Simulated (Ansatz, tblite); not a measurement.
Removing and adding an electron: [Cu(H2O)4]2+ (CuO4H8²⁺). The state is a doublet with charge 2. Geometry: r2SCAN-D4/def2-SVP. Ansatz, gas phase; energy differences of separate SCF runs; the oxidised species is a triplet (the singlet lies 0.28 eV higher at PBE0-D4/def2-TZVP); the reduced species is a singlet (the triplet lies 2.96 eV higher at PBE0-D4/def2-TZVP).

```xyz
13

Cu    0.0041    0.0145   -0.0002
O    -0.4831    0.0469   -1.8949
H    -0.1105   -0.5633   -2.5583
H    -0.9088    0.7840   -2.3707
O    -1.8299    0.5054    0.4700
H    -2.6142    0.2235   -0.0364
H    -2.1042    1.2138    1.0812
O     0.4480   -0.1706    1.8964
H    -0.1850   -0.4793    2.5711
H     1.2003    0.2441    2.3581
O     1.8197   -0.5413   -0.4697
H     2.3425   -1.1813    0.0481
H     2.4211   -0.0963   -1.0949
```

The xTB rows come from tblite. Correlated methods freeze 13 core orbitals. The rows differ in basis, and correlated rows in double-zeta sets carry the largest basis error. In CCSD on the charge 3 triplet the largest single amplitude is 0.17, so its Hartree–Fock determinant may place the open shell otherwise than the density functionals do. No other spin state of charge 2 was run.

Question: Estimate orbital energies and vertical ionisation energies and electron affinities at: GFN1-xTB; GFN2-xTB; HF/def2-SVP; PBE-D4/def2-TZVP; PBE0-D4/def2-TZVP; CAM-B3LYP-D4/def2-TZVP; MP2/def2-SVP; CCSD/def2-SVP; CCSD(T)/def2-SVP.

Answer: 
```json
{"level": "GFN1-xTB", "−HOMO (eV)": "–", "vertical IE (eV)": "23.46", "−LUMO (eV)": "–", "vertical EA (eV)": "16.12", "HOMO–LUMO gap (eV)": "–", "IE − EA (eV)": "7.34"}
{"level": "GFN2-xTB", "−HOMO (eV)": "–", "vertical IE (eV)": "25.17", "−LUMO (eV)": "–", "vertical EA (eV)": "16.27", "HOMO–LUMO gap (eV)": "–", "IE − EA (eV)": "8.90"}
{"level": "HF/def2-SVP", "−HOMO (eV)": "–", "vertical IE (eV)": "21.76", "−LUMO (eV)": "–", "vertical EA (eV)": "–", "HOMO–LUMO gap (eV)": "–", "IE − EA (eV)": "–"}
{"level": "PBE-D4/def2-TZVP", "−HOMO (eV)": "17.50", "vertical IE (eV)": "–", "−LUMO (eV)": "15.90", "vertical EA (eV)": "11.42", "HOMO–LUMO gap (eV)": "1.60", "IE − EA (eV)": "–"}
{"level": "PBE0-D4/def2-TZVP", "−HOMO (eV)": "19.70", "vertical IE (eV)": "21.84", "−LUMO (eV)": "13.72", "vertical EA (eV)": "11.08", "HOMO–LUMO gap (eV)": "5.98", "IE − EA (eV)": "10.76"}
{"level": "CAM-B3LYP-D4/def2-TZVP", "−HOMO (eV)": "21.26", "vertical IE (eV)": "22.29", "−LUMO (eV)": "12.61", "vertical EA (eV)": "11.26", "HOMO–LUMO gap (eV)": "8.65", "IE − EA (eV)": "11.03"}
{"level": "MP2/def2-SVP", "−HOMO (eV)": "–", "vertical IE (eV)": "23.14", "−LUMO (eV)": "–", "vertical EA (eV)": "–", "HOMO–LUMO gap (eV)": "–", "IE − EA (eV)": "–"}
{"level": "CCSD/def2-SVP", "−HOMO (eV)": "–", "vertical IE (eV)": "22.85", "−LUMO (eV)": "–", "vertical EA (eV)": "–", "HOMO–LUMO gap (eV)": "–", "IE − EA (eV)": "–"}
{"level": "CCSD(T)/def2-SVP", "−HOMO (eV)": "–", "vertical IE (eV)": "22.82", "−LUMO (eV)": "–", "vertical EA (eV)": "–", "HOMO–LUMO gap (eV)": "–", "IE − EA (eV)": "–"}
```

Relaxing the reduced species (r2SCAN-D4/def2-SVP) changes its energy by -1.10 eV at PBE-D4/def2-TZVP, so the adiabatic electron affinity to this nearest minimum is 12.52 eV. On the way the bond Cu1–O2 breaks and the bond Cu1–O8 breaks. At PBE0-D4/def2-TZVP it is 12.10 eV.  Run but left out: PBE-D4/def2-TZVP (charge +3 triplet: an occupied level 0.00 eV above an empty one).   HOMO and LUMO are the levels of the spin that leaves or enters (xTB has no such levels and no spin-polarisation term). Other spin states of the ions may lie lower, which would lower the ionisation energy or raise the affinity. Raw xTB energy differences between charge states are shifted by several eV; the methods need an empirical correction for them.
